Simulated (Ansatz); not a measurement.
Reaction (hydrogenolysis of a C–F bond): `FC/C=N\[SiH3]` + H₂ → `C/C=N\[SiH3]` + H–F

Gas-phase electronic energies from Ansatz, PBE0-D4/def2-TZVP geometries. CCSD(T)/CBS is the MP2 limit (def2-TZVPP, def2-QZVPP) plus CCSD(T) − MP2 in def2-TZVPP, frozen cores. This one scheme is used for every species. Double bonds are as drawn, so ΔE can hold a change between cis and trans. DFT in def2-TZVPP. One conformer a species, not always the lowest.

```tsv
level	ΔE (kJ/mol)	difference from CCSD(T)/CBS
PBE-D4	-105.8	11.4
r2SCAN-D4	-103.0	14.2
ωB97X-V	-102.6	14.6
ωB97M-V	-105.5	11.7
PBE	-107.3	9.9
HF/def2-TZVPP	-111.7	5.5
MP2/def2-TZVPP	-119.7	-2.5
HF/def2-QZVPP	-112.3	4.9
MP2/CBS(def2)	-123.5	-6.3
CCSD/CBS(def2)	-119.2	-2.0
CCSD(T)/CBS	-117.2	0
```

Largest T1 diagnostic among the species: 0.013.

From PBE to PBE0 (25 % exact exchange), in def2-TZVPP and without D4, ΔE moves by −6.3 kJ/mol.
